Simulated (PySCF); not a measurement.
Compound: C₄H₆F₄O₃.
InChI=1S/C4H6F4O3/c1-9-3(10-2-5)11-4(6,7)8/h3H,2H2,1H3/t3-/m0/s1

Computed with TDDFT wB97X-D/def2-SVPD, vertical, gas phase, core orbitals frozen in the response in PySCF. Geometry: PBE0-D3(BJ)/def2-SVP, one conformer, isolated molecule.

Computed singlets with f of 0.002 or more:

| state | E (eV) | f |
| --- | --- | --- |
| S1 | 8.63 | 0.016 |
| S2 | 9.36 | 0.020 |
| S3 | 9.38 | 0.0070 |
| S4 | 9.55 | 0.054 |
| S5 | 9.85 | 0.015 |
| S6 | 10.01 | 0.023 |
| S7 | 10.06 | 0.016 |
| S8 | 10.12 | 0.057 |
| S9 | 10.30 | 0.0067 |
| S10 | 10.49 | 0.024 |

Task: Turn these into Einstein A coefficients, radiative lifetimes, transition dipoles and integrated cross-sections.

Result: For one non-degenerate pair of states in vacuum, A = 0.6670 f ν̃² s⁻¹ with ν̃ in cm⁻¹, τ = 1/A, |μ|² = 3f / (2ΔE) in atomic units, and the integrated cross-section is ∫σ dE = 109.76 f Mb·eV.

| state | A (s⁻¹) | τ | \|μ\| (D) | ∫σ dE (Mb·eV) |
| --- | --- | --- | --- | --- |
| S1 | 5.2×10⁷ | 19 ns | 0.70 | 1.8 |
| S2 | 7.5×10⁷ | 13 ns | 0.75 | 2.2 |
| S3 | 2.7×10⁷ | 37 ns | 0.44 | 0.77 |
| S4 | 2.1×10⁸ | 4.7 ns | 1.22 | 6 |
| S5 | 6.3×10⁷ | 16 ns | 0.63 | 1.6 |
| S6 | 1.0×10⁸ | 9.9 ns | 0.78 | 2.5 |
| S7 | 7.2×10⁷ | 14 ns | 0.66 | 1.8 |
| S8 | 2.5×10⁸ | 3.9 ns | 1.22 | 6.3 |
| S9 | 3.1×10⁷ | 32 ns | 0.41 | 0.74 |
| S10 | 1.1×10⁸ | 8.9 ns | 0.77 | 2.6 |

Only emission to the ground state at the vertical energy is counted.

Task: Suppose S1 emitted 0.3 eV lower with the same transition dipole. How would A change?

Result: At fixed |μ|, A goes as the cube of the energy: (8.33/8.63)³ = 0.90, which makes τ about 22 ns.

Task: By what factor does the largest A in the list exceed the smallest?

Result: S8 has 9.5 times the rate of S3.

Task: What is the integrated cross-section of all computed states together?

Result: Σf = 0.239 over S1 to S10, so 109.76 × Σf ≈ 26.3 Mb·eV.

Without π bonds the low states are Rydberg-like; a valence basis with one diffuse set may place them up to an eV too high.
